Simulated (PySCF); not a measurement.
# PdH₄, singlet: computed properties

All numbers come from PBE0 in PySCF with Pd def2-TZVP with ECP28, H def2-TZVP; scalar-relativistic core potentials, no spin–orbit coupling; density-fitted integrals.

The structure is a saddle point with 1 imaginary mode.

```
Point group                                                                   : C2v
Bond lengths                                                                  : Pd–H 1.477 Å (×2), Pd–H 1.633 Å (×2)
Bond angles                                                                   : H–Pd–H 73.9°, H–Pd–H 86.9° (×4), H–Pd–H 172.3°
Principal quadrupole moments (Buckingham, traceless) about the centre of mass : -9.09, 3.46, 5.63 D Å
Rotational constants                                                          : 3.868, 2.43, 2.076 cm⁻¹
Lowest empty level                                                            : -2.62 eV
Zero-point energy (real modes)                                                : 67.2 kJ/mol
Principal polarisabilities                                                    : 27.7, 30.6, 61.1 bohr³
Highest occupied level                                                        : -6.94 eV
Dipole moment                                                                 : 0.78 D
Atomisation energy without zero-point energy                                  : 848 kJ/mol
```

Harmonic modes (masses in u: Pd 105.903, H 1.008):
```
symmetry  ω (cm⁻¹)  IR (km/mol)     type
      a2      625i            –     bend
      b2       360          402     bend
      a1       652          6.0     bend
      b1       865         15.2     bend
      a1       868          7.6     bend
      b2      1715          902  stretch
      a1      1991          0.2  stretch
      b1      2375          0.0  stretch
      a1      2414         21.3  stretch
```

In C2v the vibrations span a2 + 2b2 + 4a1 + 2b1. The a2 mode carries no infrared intensity, as symmetry demands.

Charges (e):
| atom | Mulliken | Löwdin | polar tensor | Mayer order to Pd1 |
| --- | --- | --- | --- | --- |
| Pd1 | -0.33 | -0.13 | 0.33 | – |
| H2,3 | -0.04 | -0.06 | -0.29 | 0.83 |
| H4,5 | 0.20 | 0.13 | 0.13 | 0.90 |

Mulliken populations on Pd1 (electrons outside its core potential): s 2.80, p 6.69, d 8.83, f 0.00.

This need not be the most stable arrangement of these atoms. At this level a singlet minimum of D2 symmetry lies 196 kJ/mol below this structure.

The final relaxation and frequency run took of the order of 50 core-seconds on a shared host.
